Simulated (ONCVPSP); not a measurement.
Configuration tests for nickel (ONCV)

```json
{"Element": "nickel", "Generator": "ONCVPSP 4.0.1", "Type": "optimised norm-conserving Vanderbilt (ONCV)", "Functional": "PBEsol", "Relativity": "scalar-relativistic", "Frozen core": "[Ne]", "Valence charge": "18", "Reference configuration": "3s2 3p6 3d8 4s1.5 (charge +0.5)", "Partial waves": "3s+4s: rc 1.40 bohr, ncon 4, nbas 8, qcut 8.1 1/bohr, 2 projectors; 3p: rc 1.05 bohr, ncon 4, nbas 7, qcut 15.7 1/bohr, 2 projectors, debl 2.5 Ha; 3d: rc 1.35 bohr, ncon 3, nbas 8, qcut 10.9 1/bohr, 2 projectors, debl 1.1 Ha", "Local potential": "polynomial inside 1.00 bohr (lpopt 5, dvloc0 0 Ha)", "Core correction": "Teter function, fcfact 5.5, rcfact 1.65"}
```

In the p channel the program set the typed energies aside and used -2.779, 0.250 Ha.

Energies are relative to the spin-unpolarised reference configuration 3s2 3p6 3d8 4s1.5; without spin polarisation the order of configurations can differ from experiment.

Give the all-electron excitation energy and the error of the potential for: 3s2 3p6 3d8 4s2; 3s2 3p6 3d8 4s1; 3s2 3p6 3d8 4s0; 3s1 3p6 3d8 4s2.

| valence configuration | charge | ΔE all-electron (eV) | error AE − PS (meV) |
| --- | --- | --- | --- |
| 3s2 3p6 3d8 4s2 | 0 | -3.728 | +0.6 |
| 3s2 3p6 3d8 4s1 | +1 | 5.609 | -0.2 |
| 3s2 3p6 3d8 4s0 | +2 | 22.871 | +1.9 |
| 3s1 3p6 3d8 4s2 | +1 | 115.393 | -544 |

Levels in the configuration 3s2 3p6 3d8 4s1:

```tsv
level	all-electron (eV)	pseudo (eV)
3s	-119.891	-119.902
3p	-80.383	-80.386
3d	-17.955	-17.963
4s	-13.177	-13.176
```
